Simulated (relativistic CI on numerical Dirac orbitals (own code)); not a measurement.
## d5 in a ligand field

Computed with a parametric ligand-field model of a d^n configuration (Racah B and C, spin-orbit zeta, crystal field), exact diagonalisation.

Field parameters in Wybourne normalisation: D3d B²₀ = −7Dσ, B⁴₀ = −14Dq − 21Dτ, B⁴₃ = −14√(10/7) Dq; D4h B²₀ = −7Ds, B⁴₀ = 21(Dq − Dt), B⁴₄ = 21√(5/14) Dq; Oh B⁴₀ = 21Dq, B⁴₄ = √(5/14) B⁴₀; Td as Oh with Dq negative (B⁴₀ = 21Dq, B⁴₄ = √(5/14) B⁴₀). The field is a parameter set, without covalency.

(1) Ground term and bands for B = 710, C = 2750, ζ = 0 cm⁻¹, D4h, 10Dq = 26800, Ds = 490, Dt = 380 cm⁻¹?

(2) Ground term and bands for B = 460, C = 1760, ζ = 0 cm⁻¹, D3d, 10Dq = 14550, Dσ = -1200, Dτ = 360 cm⁻¹?

(3) Ground term and bands for B = 540, C = 2700, ζ = 0 cm⁻¹, Td, 10Dq = -1450 cm⁻¹?

(4) Ground term and bands for B = 760, C = 3270, ζ = 0 cm⁻¹, Oh, 10Dq = 3250 cm⁻¹?

(5) Ground term and bands for B = 830, C = 2970, ζ = 0 cm⁻¹, D4h, 10Dq = 20350, Ds = -1500, Dt = 130 cm⁻¹?

Results:

(1) Ground term 2E with 0.05 electrons in the two orbitals of the cubic e set. Spin-allowed: 2B2 489 cm⁻¹, 2A2 19488 cm⁻¹ (513 nm), 2B1 20388 cm⁻¹ (490 nm), 2B2 21315 cm⁻¹ (469 nm). Lowest spin-forbidden: 4A2 9427 cm⁻¹ (1061 nm), 4E 12044 cm⁻¹ (830 nm), 6A1 12993 cm⁻¹ (770 nm).

(2) Ground term 2E with 0.11 electrons in the two orbitals of the cubic e set. Spin-allowed: 2A1 558 cm⁻¹, 2A2 14155 cm⁻¹ (706 nm), 2A2 14495 cm⁻¹ (690 nm), 2E 14544 cm⁻¹ (688 nm). Lowest spin-forbidden: 4E 8021 cm⁻¹ (1247 nm), 4A2 8031 cm⁻¹ (1245 nm), 6A1 9651 cm⁻¹ (1036 nm).

(3) Ground term 6A1 with 2.00 electrons in the two orbitals of the cubic e set. Spin-allowed: none. Lowest spin-forbidden: 4T1 18467 cm⁻¹ (542 nm), 4T2 18823 cm⁻¹ (531 nm), 4A1+E 18900 cm⁻¹ (529 nm). A high-spin d5 ion has no spin-allowed d-d band, hence its pale colour.

(4) Ground term 6A1 with 2.00 electrons in the two orbitals of the cubic e set. Spin-allowed: none. Lowest spin-forbidden: 4T1 22378 cm⁻¹ (447 nm), 4T2 23646 cm⁻¹ (423 nm), 4A1+E 23950 cm⁻¹ (418 nm). A high-spin d5 ion has no spin-allowed d-d band, hence its pale colour.

(5) Ground term 2E with 0.06 electrons in the two orbitals of the cubic e set. Spin-allowed: 2B2 4396 cm⁻¹ (2275 nm), 2B1 16753 cm⁻¹ (597 nm), 2A2 16825 cm⁻¹ (594 nm), 2E 17902 cm⁻¹ (559 nm). Lowest spin-forbidden: 6A1 1108 cm⁻¹, 4A2 6320 cm⁻¹ (1582 nm), 4E 6891 cm⁻¹ (1451 nm).
